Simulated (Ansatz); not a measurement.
Geometry optimisation, RKS PBE0/6-31G* in Ansatz 0.2.0.

The input (input.yaml):

```yaml
crystal:
  periodic: [false, false, false]
  atoms:
    - { symbol: Al, position_ang: [0.325378, -0.081243, 0.007405] }
    - { symbol: Cl, position_ang: [1.069721, 0.203634, 2.029218] }
    - { symbol: H, position_ang: [1.698142, 0.418566, -0.505738] }
    - { symbol: O, position_ang: [-1.147272, -0.647466, -0.557419] }
    - { symbol: Si, position_ang: [-2.649028, -1.309305, -0.753977] }
    - { symbol: H, position_ang: [-2.771477, -2.531536, 0.083577] }
    - { symbol: H, position_ang: [-3.695343, -0.333002, -0.356588] }
    - { symbol: H, position_ang: [-2.836422, -1.679948, -2.184178] }
basis:
  gaussian: { orbitals: "6-31G*" }
hamiltonian:
  xc: pbe0
relax:
  f_tol: 0.03
  max_steps: 50
```

Command:

```bash
$ ansatz run input.yaml --threads 1 --pin off --max-ram 2048MiB --backend cpu --events-out ev --progress --plain --runs-dir out
```

Task: Where does it end, and by what steps?

Result: It converged. After 5 steps the energy has fallen by 0.536 eV; H3 moved furthest, 0.42 Å.

| step | energy less start (eV) | largest force component (eV/Å) | accepted |
| --- | --- | --- | --- |
| 0 | 0.0000 | 1.435 | yes |
| 1 | -0.3691 | 0.846 | yes |
| 2 | -0.5151 | 0.668 | yes |
| 3 | -0.5028 | 0.920 | no |
| 4 | -0.5353 | 0.058 | yes |
| 5 | -0.5363 | 0.012 | yes |

```xyz
8
Properties=species:S:1:pos:R:3
Al 0.415 -0.059 0.080
Cl 0.713 0.073 2.155
H 1.559 0.392 -0.896
O -1.054 -0.647 -0.507
Si -2.558 -1.281 -0.714
H -2.728 -2.507 0.114
H -3.599 -0.289 -0.325
H -2.753 -1.641 -2.145
```

Time of the run: 25 s on 1 thread of Arm Neoverse V2, with other jobs on the host, peak memory 0.16 GiB.
